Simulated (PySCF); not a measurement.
Neopentane, SMILES CC(C)(C)C (GFN2-xTB optimised geometry):

```
17

C      0.648     0.839     1.250
C      0.153     0.108     0.000
C      0.649     0.840    -1.249
C     -1.377     0.079    -0.001
C      0.691    -1.324     0.000
H      0.275     1.861     1.268
H      0.306     0.333     2.150
H      1.736     0.872     1.268
H      0.308     0.334    -2.150
H      0.276     1.861    -1.268
H      1.737     0.872    -1.266
H     -1.779     1.089    -0.001
H     -1.750    -0.438     0.881
H     -1.749    -0.438    -0.883
H      0.349    -1.861     0.882
H      1.779    -1.324     0.000
H      0.349    -1.861    -0.882
```

Computed with CAM-B3LYP/def2-SVP (PySCF 2.14.0).

**Question.** What are the frontier orbital energies and the dipole moment?

**Answer.** HOMO-2 -10.35 eV, HOMO-1 -10.35 eV, HOMO -10.35 eV, LUMO 2.41 eV, LUMO+1 4.09 eV; dipole moment 0.00 D.

On the same geometry PBE/def2-SVP (PySCF 2.14.0) gives HOMO-2 -7.55 eV, HOMO-1 -7.55 eV, HOMO -7.55 eV, LUMO 0.73 eV, LUMO+1 2.28 eV; dipole moment 0.00 D.

Meta-Löwdin charges at CAM-B3LYP/def2-SVP: C1 -0.29, C2 0.09, C3 -0.29, C4 -0.29, C5 -0.29, H6 0.09, H7 0.09, H8 0.09, H9 0.09, H10 0.09, H11 0.09, H12 0.09, H13 0.09, H14 0.09, H15 0.09, H16 0.09, H17 0.09.
